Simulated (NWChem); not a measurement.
System: C2H2BrF; SMILES FC(=C)Br

NWChem printed, in part:

```
             Northwest Computational Chemistry Package (NWChem) 7.3.0
             --------------------------------------------------------

 CS  symmetry detected

                             Geometry "geometry" -> ""
                             -------------------------

 Output coordinates in angstroms (scale by  1.889725989 to convert to a.u.)

  No.       Tag          Charge          X              Y              Z
 ---- ---------------- ---------- -------------- -------------- --------------
    1 C                    6.0000    -1.20741763     1.63050145     0.00000000
    2 C                    6.0000    -0.07605276     0.93723089     0.00000000
    3 F                    9.0000     1.11445778     1.50352958     0.00000000
    4 Br                  35.0000     0.02864376    -0.93673954     0.00000000
    5 H                    1.0000    -2.17188257     1.12650386     0.00000000
    6 H                    1.0000    -1.15994667     2.72121991     0.00000000

 Effective nuclear repulsion energy (a.u.)     232.3172913013

      Symmetry information
      --------------------

 Group name             Cs
 Group number              2
 Group order               2
 No. of unique centers     6

  perdew91 is a nonlocal functional; adding pw91lda local functional.

                                 NWChem DFT Module
                                 -----------------

 Summary of "ao basis" -> "ao basis" (spherical)
 ------------------------------------------------------------------------------
       Tag                 Description            Shells   Functions and Types
 ---------------- ------------------------------  ------  ---------------------
 C                           6-31g*                  6       14   3s2p1d
 F                           6-31g*                  6       14   3s2p1d
 Br                          6-31g*                 12       32   5s4p3d
 H                           6-31g*                  2        2   2s

      Symmetry analysis of basis
      --------------------------

        a'         56
        a"         22

            General Information
            -------------------
          SCF calculation type: DFT
          Wavefunction type:  closed shell.
          No. of atoms     :     6
          No. of electrons :    58
           Alpha electrons :    29
            Beta electrons :    29
          Charge           :     0
          Spin multiplicity:     1
          Use of symmetry is: on ; symmetry adaption is: on
          Maximum number of iterations: 150
          AO basis - number of functions:    78
                     number of shells:    34
          Convergence on energy requested:  1.00D-06
          Convergence on density requested:  1.00D-05
          Convergence on gradient requested:  5.00D-04

              XC Information
              --------------
                 Perdew 1991   Exchange Functional  1.000
                Perdew 1991 Correlation Functional  1.000 non-local
            Perdew 1991 LDA Correlation Functional  1.000 local

             Grid Information
             ----------------
          Grid used for XC integration:  medium
          Radial quadrature: Mura-Knowles
          Angular quadrature: Lebedev.
          Tag              B.-S. Rad. Rad. Pts. Rad. Cut. Ang. Pts.
          ---              ---------- --------- --------- ---------
          C                   0.70       49           9.0       434
          F                   0.50       49           9.0       434
          Br                  1.15      112          10.0       590
          H                   0.35       45          11.0       434
          Grid pruning is: on
          Number of quadrature shells:   349
          Spatial weights used:  Erf1

      Superposition of Atomic Density Guess
      -------------------------------------

 Sum of atomic energies:       -2747.77658393

      Non-variational initial energy
      ------------------------------

 Total energy =   -2749.262660
 1-e energy   =   -4285.279643
 2-e energy   =    1303.699692
 HOMO         =      -0.261931
 LUMO         =       0.070554

      Symmetry analysis of molecular orbitals - initial
      -------------------------------------------------

  Numbering of irreducible representations:

     1 a'          2 a"

  Orbital symmetries:

     1 a'          2 a'          3 a'          4 a'          5 a"
     6 a'          7 a'          8 a'          9 a'         10 a'
    11 a'         12 a"         13 a'         14 a'         15 a"
    16 a'         17 a"         18 a'         19 a'         20 a'
    21 a'         22 a'         23 a"         24 a'         25 a'
    26 a'         27 a"         28 a'         29 a"         30 a'
    31 a"         32 a'         33 a'         34 a'         35 a'
    36 a'         37 a"         38 a'         39 a'

     ---------------------------------------------
      Total Density - Mulliken Population Analysis
     ---------------------------------------------

    Atom       Charge   Shell Charges
 -----------   ------   -------------------------------------------------------
    1 C    6     6.76   2.00  0.74  2.09  0.63  1.29  0.02
    2 C    6     5.12   2.00  0.66  1.39  0.43  0.57  0.07
    3 F    9     9.42   2.00  0.94  3.37  1.00  2.09  0.01
    4 Br  35    35.18   2.00  2.00  6.00  2.00  5.99  1.56  3.84  0.37  1.40  6.97  2.93  0.13
    5 H    1     0.75   0.45  0.30
    6 H    1     0.76   0.45  0.30

   convergence    iter        energy       DeltaE   RMS-Dens  Diis-err
 ---------------- ----- ----------------- --------- --------- ---------
 d= 0,ls=0.0,diis     1  -2751.0357002809 -2.98D+03  1.98D-02  9.86D-01
 d= 0,ls=0.0,diis     2  -2750.7317068700  3.04D-01  1.51D-02  3.68D+00
 d= 0,ls=0.0,diis     3  -2751.1356436915 -4.04D-01  5.12D-03  8.55D-02
 d= 0,ls=0.0,diis     4  -2751.1351743179  4.69D-04  2.73D-03  1.01D-01
 d= 0,ls=0.0,diis     5  -2751.1478727754 -1.27D-02  2.88D-04  1.38D-03
  Resetting Diis
 d= 0,ls=0.0,diis     6  -2751.1479876805 -1.15D-04  8.82D-05  5.03D-05
 d= 0,ls=0.0,diis     7  -2751.1479935479 -5.87D-06  7.16D-05  4.35D-06
 d= 0,ls=0.0,diis     8  -2751.1479922009  1.35D-06  4.36D-05  1.51D-05
 d= 0,ls=0.0,diis     9  -2751.1479941759 -1.97D-06  4.97D-06  8.51D-08
 d= 0,ls=0.0,diis    10  -2751.1479941793 -3.36D-09  2.12D-06  6.50D-08

         Total DFT energy =    -2751.147994179259
      One electron energy =    -4286.629970998876
           Coulomb energy =     1416.600214527689
    Exchange-Corr. energy =     -113.435529009363
 Nuclear repulsion energy =      232.317291301291

 Numeric. integr. density =       57.999998627956

                  Occupations of the irreducible representations
                  ----------------------------------------------

                     irrep           alpha         beta
                     --------     --------     --------
                     a'               22.0         22.0
                     a"                7.0          7.0

                       DFT Final Molecular Orbital Analysis
                       ------------------------------------

 Vector   27  Occ=2.000000D+00  E=-2.936220D-01  Symmetry=a"
              MO Center=  8.9D-02, -1.6D-01, -7.5D-13, r^2= 2.6D+00
   Bfn.  Coefficient  Atom+Function         Bfn.  Coefficient  Atom+Function
  ----- ------------  ---------------      ----- ------------  ---------------
    55      0.637284  4 Br pz                33     -0.289821  3 F  pz
    51     -0.287228  4 Br pz                59      0.262283  4 Br pz
    37     -0.212702  3 F  pz                19      0.200126  2 C  pz
     5      0.144034  1 C  pz                23      0.100907  2 C  pz
     9      0.092569  1 C  pz                47      0.086252  4 Br pz

 Vector   28  Occ=2.000000D+00  E=-2.699015D-01  Symmetry=a'
              MO Center=  2.8D-02, -7.7D-01, -5.7D-16, r^2= 1.9D+00
   Bfn.  Coefficient  Atom+Function         Bfn.  Coefficient  Atom+Function
  ----- ------------  ---------------      ----- ------------  ---------------
    53      0.776152  4 Br px                49     -0.347344  4 Br px
    57      0.323316  4 Br px                32      0.143331  3 F  py
    45      0.104220  4 Br px                36      0.100809  3 F  py
     4     -0.079548  1 C  py                 6      0.071847  1 C  s
    78     -0.066683  6 H  s                 54      0.056965  4 Br py

 Vector   29  Occ=2.000000D+00  E=-2.241723D-01  Symmetry=a"
              MO Center= -4.7D-01,  7.5D-01, -1.7D-16, r^2= 2.9D+00
   Bfn.  Coefficient  Atom+Function         Bfn.  Coefficient  Atom+Function
  ----- ------------  ---------------      ----- ------------  ---------------
    55      0.443884  4 Br pz                 5     -0.397911  1 C  pz
     9     -0.309122  1 C  pz                19     -0.302602  2 C  pz
    33      0.210432  3 F  pz                59      0.205736  4 Br pz
    51     -0.195712  4 Br pz                37      0.160368  3 F  pz
    23     -0.152569  2 C  pz                47      0.058624  4 Br pz

 Vector   30  Occ=0.000000D+00  E=-3.525335D-02  Symmetry=a'
              MO Center= -5.1D-02, -3.6D-01, -3.2D-16, r^2= 2.9D+00
   Bfn.  Coefficient  Atom+Function         Bfn.  Coefficient  Atom+Function
  ----- ------------  ---------------      ----- ------------  ---------------
    20      1.041742  2 C  s                 58     -0.767972  4 Br py
    54     -0.512215  4 Br py                18     -0.438417  2 C  py
    22     -0.417187  2 C  py                56     -0.405015  4 Br s
    52      0.283630  4 Br s                 78      0.255607  6 H  s
    50      0.215662  4 Br py                16      0.194173  2 C  s

 Vector   31  Occ=0.000000D+00  E=-2.785491D-02  Symmetry=a"
              MO Center= -5.5D-01,  1.1D+00,  7.4D-16, r^2= 2.2D+00
   Bfn.  Coefficient  Atom+Function         Bfn.  Coefficient  Atom+Function
  ----- ------------  ---------------      ----- ------------  ---------------
     9      0.570631  1 C  pz                23     -0.555766  2 C  pz
    19     -0.517188  2 C  pz                 5      0.411332  1 C  pz
    33      0.199799  3 F  pz                37      0.189802  3 F  pz
    59      0.165584  4 Br pz                55      0.162595  4 Br pz
    71     -0.085514  4 Br d -1              51     -0.069702  4 Br pz

 Vector   32  Occ=0.000000D+00  E= 7.722861D-02  Symmetry=a'
              MO Center= -5.6D-01,  1.2D+00,  2.9D-15, r^2= 3.4D+00
   Bfn.  Coefficient  Atom+Function         Bfn.  Coefficient  Atom+Function
  ----- ------------  ---------------      ----- ------------  ---------------
    76      0.966646  5 H  s                 78     -0.712649  6 H  s
    21      0.587574  2 C  px                34     -0.572198  3 F  s
    20      0.557297  2 C  s                  8      0.502550  1 C  py
     7      0.390031  1 C  px                35      0.354265  3 F  px
    17      0.324260  2 C  px                31      0.300646  3 F  px

     ---------------------------------------------
      Total Density - Mulliken Population Analysis
     ---------------------------------------------

    Atom       Charge   Shell Charges
 -----------   ------   -------------------------------------------------------
    1 C    6     6.41   2.00  0.68  2.10  0.60  1.02  0.03
    2 C    6     5.69   2.00  0.69  1.93  0.41  0.57  0.08
    3 F    9     9.22   2.00  0.94  3.31  1.02  1.94  0.02
    4 Br  35    35.04   2.00  2.00  6.00  2.00  5.98  1.65  3.83  0.31  1.23  6.95  2.91  0.19
    5 H    1     0.82   0.52  0.30
    6 H    1     0.82   0.52  0.30

     -------------------------------------------
      Total Density - Lowdin Population Analysis
     -------------------------------------------

    Atom       Charge   Shell Charges
 -----------   ------   -------------------------------------------------------
    1 C    6     6.34   1.99  0.55  1.91  0.45  1.38  0.06
    2 C    6     6.00   1.99  0.54  1.72  0.40  1.16  0.20
    3 F    9     9.04   1.99  0.93  3.17  0.80  2.10  0.04
    4 Br  35    34.95   2.00  2.00  5.99  1.99  5.90  1.29  3.47  0.57  1.69  6.70  3.08  0.27
    5 H    1     0.84   0.48  0.36
    6 H    1     0.84   0.48  0.36

     Multipole analysis of the density
     ---------------------------------

     L   x y z        total         alpha         beta         nuclear
     -   - - -        -----         -----         ----         -------
     0   0 0 0     -0.000000    -29.000000    -29.000000     58.000000

     1   1 0 0     -0.355203     -0.177602     -0.177602     -0.000000
     1   0 1 0      0.238888      0.119444      0.119444      0.000000
     1   0 0 1     -0.000000     -0.000000     -0.000000      0.000000

     2   2 0 0    -25.038298    -59.034511    -59.034511     93.030724
     2   1 1 0     -1.116065      6.051086      6.051086    -13.218237
     2   1 0 1      0.000000      0.000000      0.000000      0.000000
     2   0 2 0    -23.520165   -156.304114   -156.304114    289.088063
     2   0 1 1      0.000000      0.000000      0.000000      0.000000
     2   0 0 2    -26.678145    -13.339073    -13.339073      0.000000
```

Level: PW91/6-31G* (spherical d). All runs use the structure optimised with PBE0/def2-SVP.

### Question
Reconstruct the input file.

### Answer
Several could match; the one computed here: the input that was run:
```
start job
memory heap 200 mb stack 900 mb global 1100 mb
geometry units angstroms noautoz
  C     -1.210565     1.633514     0.000000
  C     -0.077865     0.942427     0.000000
  F      1.111551     1.511021     0.000000
  Br     0.030446    -0.931338     0.000000
  H     -2.174056     1.127657     0.000000
  H     -1.165198     2.724322     0.000000
end
basis spherical
  * library 6-31g*
end
dft
  xc xperdew91 perdew91
  iterations 150
  mulliken
end
task dft energy
```
